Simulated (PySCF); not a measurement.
CH7BN2O.
Atom-mapped SMILES: `[NH2:1][B:2]([NH2:3])[CH2:4][OH:5]` (hydrogens: H6, H7 on N1; H8, H9 on N3; H10, H11 on C4; H12 on O5)

Computed by this run: PBE0-D3(BJ)/def2-SVP geometry optimisation, gas phase (PySCF); density fitting, grid level 1; the optimiser is geomeTRIC in internal coordinates, started from a GFN2-xTB structure with every atom displaced at random (about 0.01 Å).

Step 3: E = -6843.8962 eV
```
atom  x, y, z in Å  |  force x, y, z in eV/Å
N1     -1.0896    1.3287    0.3604    0.037   0.093   0.150
B2     -0.3817    0.1242    0.1140   -0.088   0.005   0.022
N3     -1.0016   -1.1239   -0.1093    0.036   0.042  -0.035
C4      1.2120    0.1345    0.0696    0.020   0.022   0.104
O5      1.7734   -1.0007   -0.5662    0.056  -0.014   0.029
H6     -2.0695    1.3873    0.6097    0.086  -0.088  -0.108
H7     -0.5896    2.1852    0.5650   -0.057  -0.083  -0.045
H8     -0.4284   -1.9508   -0.2183    0.014   0.046   0.016
H9     -1.9942   -1.2934   -0.1167   -0.116  -0.026   0.020
H10     1.5842    0.1239    1.1117    0.001  -0.016  -0.050
H11     1.6021    1.0799   -0.3603    0.025   0.037  -0.040
H12     1.4220   -1.0168   -1.4610   -0.015  -0.019  -0.062
```

Step 4: E = -6843.9000 eV
```
atom  x, y, z in Å  |  force x, y, z in eV/Å
N1     -1.0845    1.3271    0.3676    0.032  -0.013   0.093
B2     -0.3735    0.1283    0.1206    0.006   0.066  -0.004
N3     -1.0143   -1.1081   -0.1072    0.146  -0.007  -0.042
C4      1.2246    0.1334    0.0711   -0.048  -0.047   0.021
O5      1.7805   -1.0035   -0.5712    0.007  -0.006   0.033
H6     -2.0754    1.3386    0.5643   -0.012   0.086  -0.020
H7     -0.6156    2.1946    0.5887   -0.054  -0.037  -0.033
H8     -0.4383   -1.9322   -0.2154   -0.035  -0.047   0.002
H9     -2.0090   -1.2742   -0.0995   -0.027  -0.016   0.012
H10     1.6077    0.1193    1.1079   -0.005  -0.006  -0.014
H11     1.6151    1.0764   -0.3645    0.000   0.030  -0.019
H12     1.4219   -1.0216   -1.4637   -0.009  -0.002  -0.030
```

**Question.** Estimate the geometry and energy of step 5. (The exact step hangs on the optimiser's Hessian estimate; all steps are aligned on step 4, rigid shifts and turns removed.)

**Answer.** E = -6843.9028 eV, largest force 0.092 eV/Å
```
atom  x, y, z in Å  |  force x, y, z in eV/Å
N1     -1.0832    1.3276    0.3772   -0.012  -0.062   0.067
B2     -0.3761    0.1276    0.1256    0.051   0.013  -0.019
N3     -1.0063   -1.1135   -0.1093   -0.004   0.015  -0.032
C4      1.2209    0.1338    0.0732   -0.003  -0.034  -0.011
O5      1.7757   -1.0025   -0.5725   -0.001   0.009   0.018
H6     -2.0777    1.3612    0.5485   -0.032   0.029  -0.012
H7     -0.6110    2.1930    0.5928    0.004   0.017  -0.028
H8     -0.4334   -1.9396   -0.2202    0.006   0.001   0.012
H9     -2.0009   -1.2840   -0.0961   -0.008  -0.006   0.009
H10     1.6083    0.1176    1.1077    0.001   0.002   0.004
H11     1.6088    1.0781   -0.3639    0.001   0.009  -0.006
H12     1.4142   -1.0212   -1.4643   -0.003   0.006  -0.003
```

The energy changes by -0.0027 eV. The first-order estimate −F·Δx gives -0.0045 eV and the mean of the old and new forces, exact on a quadratic surface, -0.0028 eV. The step makes an angle of 62° with the force vector and moves no atom by more than 0.028 Å.

What follows is the cost of the whole optimisation. Hardware: Arm Neoverse V1, one thread, shared host with 32 logical CPUs at a one-minute load of 16. Cost: 36 s wall, 0.43 GiB resident at most.
